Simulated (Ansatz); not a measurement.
`[SiH3]O[SiH](Br)O[SiH3]`, relaxed with RKS PBE0-D4/def2-TZVP in the Gaussian-basis code of Ansatz from a GFN2-xTB geometry. The force threshold is 0.005 eV/Å; the program also tests the step.

Total charge 0; spin multiplicity 1.

Start:

```xyz
13

Si    0.415    2.269    0.085
O     0.864    0.918    0.878
Si    0.596   -0.619    1.244
Br   -1.066   -0.656    2.661
O     0.152   -1.499   -0.019
Si   -0.771   -1.711   -1.346
H    -0.997    2.514    0.366
H     1.312    3.261    0.664
H     0.646    2.014   -1.336
H     1.799   -1.180    1.798
H    -2.169   -1.594   -0.940
H    -0.385   -3.053   -1.762
H    -0.396   -0.663   -2.294
```

| step | energy (eV) | largest force (eV/Å) | largest move (Å) |
| --- | --- | --- | --- |
| 1 | -97873.6048 | 0.644 | 0.000 |
| 2 | -97873.7814 | 0.265 | 0.114 |
| 3 | -97873.7870 | 0.185 | 0.020 |
| 4 | -97873.7935 | 0.096 | 0.107 |
| 5 | -97873.7990 | 0.095 | 0.195 |
| 6 | -97873.8018 | 0.034 | 0.055 |
| 7 | -97873.8030 | 0.022 | 0.073 |
| 8 | -97873.8041 | 0.106 | 0.198 |
| 9 | -97873.8050 | 0.051 | 0.020 |
| 10 | -97873.8058 | 0.072 | 0.048 |
| 11 | -97873.8065 | 0.021 | 0.050 |
| 14 | -97873.8078 | 0.050 | 0.095 |
| 17 | -97873.8088 | 0.034 | 0.038 |
| 20 | -97873.8100 | 0.045 | 0.005 |
| 23 (rejected) | -97873.8106 | 0.080 | 0.122 |
| 26 | -97873.8119 | 0.020 | 0.006 |
| 29 | -97873.8126 | 0.026 | 0.050 |
| 32 | -97873.8129 | 0.008 | 0.040 |
| 35 (rejected) | -97873.8130 | 0.031 | 0.071 |
| 38 | -97873.8132 | 0.016 | 0.007 |
| 41 | -97873.8133 | 0.004 | 0.030 |
| 44 | -97873.8135 | 0.008 | 0.012 |
| 47 | -97873.8136 | 0.012 | 0.051 |
| 50 | -97873.8137 | 0.008 | 0.039 |
| 53 | -97873.8138 | 0.006 | 0.024 |
| 56 | -97873.8138 | 0.003 | 0.002 |

End:

```xyz
13

Si    0.619    2.400    0.226
O     0.987    0.905    0.808
Si    0.381   -0.538    1.196
Br   -1.675   -0.253    1.997
O     0.300   -1.508   -0.091
Si   -0.648   -1.984   -1.350
H    -0.140    3.164    1.245
H     1.898    3.084   -0.076
H    -0.192    2.276   -1.012
H     1.218   -1.159    2.229
H    -1.797   -2.774   -0.845
H     0.191   -2.818   -2.242
H    -1.143   -0.795   -2.087
```

It took 110 s on 2 threads of an AMD EPYC 7R13 on a shared host and a share of an NVIDIA H100 80 GB, with 0.98 GiB of host memory at the peak.
